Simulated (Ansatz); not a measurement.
One geometry of C$_{2}$H$_{8}$SiTe, SMILES `CC([SiH3])[TeH]`, several functionals.

```yaml
crystal:
  periodic: [false, false, false]
  atoms:
    - {symbol: C, position_ang: [-0.481205, 1.481071, -0.195648]}
    - {symbol: C, position_ang: [-0.499359, 0.000545, 0.162375]}
    - {symbol: Si, position_ang: [1.214227, -0.698143, 0.469011]}
    - {symbol: Te, position_ang: [-1.421695, -1.076797, -1.475506]}
    - {symbol: H, position_ang: [-0.048697, 2.063959, 0.623154]}
    - {symbol: H, position_ang: [-1.486290, 1.870417, -0.380536]}
    - {symbol: H, position_ang: [0.121368, 1.671443, -1.088105]}
    - {symbol: H, position_ang: [-1.142510, -0.170845, 1.027689]}
    - {symbol: H, position_ang: [1.835406, -0.012835, 1.640819]}
    - {symbol: H, position_ang: [2.062954, -0.462320, -0.727108]}
    - {symbol: H, position_ang: [1.143205, -2.154445, 0.755619]}
    - {symbol: H, position_ang: [-1.220506, -2.567349, -0.777663]}
basis:
  gaussian: {orbitals: def2-TZVPP}
hamiltonian: {xc: {name: wB97M-V}}
output: {forces: true, orbitals: {seedname: orbitals}}
```

```sh
$ ansatz run in.yaml --threads 4 --pin off --events-out ev --progress --plain --max-ram 10444MiB
```

Shortened log:

```
Functional definition: wB97M-V
1534 factors; their error is unknown
379 factors; integrals over basis functions are off by at most 1.0e-5 eV
mean field evaluation 1: about -17369.4569 eV, gradient 4.0e1 eV
mean field evaluation 2: about -17369.9075 eV, gradient 3.8e1 eV
mean field evaluation 4: about -17373.2850 eV, gradient 1.9e0 eV
mean field evaluation 8: about -17373.3034 eV, gradient 9.7e-2 eV
mean field evaluation 16: about -17373.3279 eV, gradient 2.5e-4 eV
mean field -17373.32791474 eV, -638.4580248022 hartree, gradient 5.2e-5 eV, S^2 0.000000; 0 other end points of the search recorded, 0 dependent functions left out
reference -17373.32797085 eV, -638.4580268642 hartree; 29, 29 occupied and 237, 237 virtual orbitals, 1534 factors
Total energy: -17373.32797085 eV, -638.4580268642 hartree
Atom 0 at    -0.481205     1.481071    -0.195648 Å, force     0.001882     0.226248    -0.018415 eV/Å
Atom 1 at    -0.499359     0.000545     0.162375 Å, force    -0.067673    -0.268332     0.020614 eV/Å
Atom 2 at     1.214227    -0.698143     0.469011 Å, force     0.115558    -0.024745     0.058491 eV/Å
Atom 3 at    -1.421695    -1.076797    -1.475506 Å, force     0.050553    -0.061806     0.113332 eV/Å
Atom 4 at    -0.048697     2.063959     0.623154 Å, force    -0.031038    -0.032540    -0.066514 eV/Å
Atom 5 at    -1.486290     1.870417    -0.380536 Å, force     0.078675    -0.029630     0.009273 eV/Å
Atom 6 at     0.121368     1.671443    -1.088105 Å, force    -0.037634    -0.017915     0.053245 eV/Å
Atom 7 at    -1.142510    -0.170845     1.027689 Å, force     0.070921     0.029437    -0.062816 eV/Å
Atom 8 at     1.835406    -0.012835     1.640819 Å, force    -0.070113    -0.073280    -0.136992 eV/Å
Atom 9 at     2.062954    -0.462320    -0.727108 Å, force    -0.098809    -0.021593     0.123191 eV/Å
Atom 10 at     1.143205    -2.154445     0.755619 Å, force     0.001548     0.158850    -0.038619 eV/Å
Atom 11 at    -1.220506    -2.567349    -0.777663 Å, force    -0.013871     0.115307    -0.054788 eV/Å
Dipole moment:    -0.040460     0.157607     0.141524 e Å
```

It took 14 s on 4 threads of an Arm Neoverse V1 on a shared host, with 1.1 GiB of host memory at the peak.

With the line `hamiltonian: {xc: {name: B2PLYP}}` and no forces (abridged; 7 s):

```
Functional definition: B2PLYP
mean field evaluation 16: about -17357.5878 eV, gradient 1.4e-4 eV
mean field -17357.58783909 eV, -637.8795876909 hartree, gradient 2.7e-6 eV, S^2 0.000000
11 core orbitals not correlated: weight in the atoms' cores, before any rotation towards them, 1.000 or more for the frozen orbitals, at most 0.000 for the correlated occupied ones
second order -31.04083082 eV of doubles, -0.00000000 eV of singles
Total energy: -17365.96904915 eV, -638.1875914797 hartree
```

With the line `hamiltonian: {xc: pbe, dispersion: d4}` (abridged; 2.8 s):

```
Functional definition: PBE
mean field evaluation 16: about -17368.6416 eV, gradient 3.1e-3 eV
mean field -17368.64164767 eV, -638.2858076637 hartree, gradient 2.2e-5 eV, S^2 0.000000
Total energy: -17368.95540810 eV, -638.2973381469 hartree
Atom 0 force    -0.007315    -0.014834    -0.004952 eV/Å
Atom 1 force     0.081331     0.039953     0.100165 eV/Å
Atom 2 force     0.031302    -0.028686     0.008075 eV/Å
Atom 3 force    -0.177258     0.067736    -0.363691 eV/Å
Atom 4 force     0.085051     0.118569     0.157114 eV/Å
Atom 5 force    -0.198086     0.088912    -0.038493 eV/Å
Atom 6 force     0.117551     0.049095    -0.175242 eV/Å
Atom 7 force    -0.124044    -0.037576     0.169770 eV/Å
Atom 8 force     0.070069     0.070120     0.124346 eV/Å
Atom 9 force     0.086581     0.022417    -0.120096 eV/Å
Atom 10 force    -0.000840    -0.148174     0.028776 eV/Å
Atom 11 force     0.035657    -0.227532     0.114228 eV/Å
Dipole moment:    -0.050098     0.170277     0.137835 e Å
```
